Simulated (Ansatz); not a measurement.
CH$_{6}$GaN (`N[CH2][GaH2]`). Total charge 0; spin multiplicity 1. The geometry is a stationary point of PBE0-D4/def2-TZVP. It is one conformer, not always the lowest.

```xyz
9

N     1.119    0.842    0.332
C     0.121    0.279   -0.566
Ga   -1.235   -0.796    0.391
H     1.528    0.134    0.927
H     1.877    1.279   -0.178
H    -0.418    1.093   -1.064
H     0.526   -0.345   -1.383
H    -0.923   -1.318    1.844
H    -2.596   -1.168   -0.303
```

(1) What is the dipole moment at r2SCAN/def2-TZVPP? (Estimate.)

(2) And with PBE, B3LYP, ωB97M-V? (Estimate.)

(3) Give the Mulliken charges with r2SCAN, PBE, B3LYP in def2-TZVPP. (An estimate is asked.)

## Answers

(1) Ansatz gave: 1.45 D, with components (1.06, -0.34, -0.93) D in this frame, pointing from negative to positive charge.

(2) Computed: PBE 1.44 D, B3LYP 1.44 D, ωB97M-V 1.42 D.

(3) The calculation gave: 
```csv
atom,r2SCAN,PBE,B3LYP
N1,-0.37,-0.34,-0.34
C2,-0.11,-0.18,-0.17
Ga3,0.25,0.16,0.22
H4,0.14,0.14,0.13
H5,0.13,0.13,0.12
H6,0.06,0.09,0.09
H7,0.05,0.08,0.08
H8,-0.08,-0.05,-0.07
H9,-0.07,-0.04,-0.06
```

B3LYP here is the variant with VWN-RPA as its local correlation; programs differ in this.
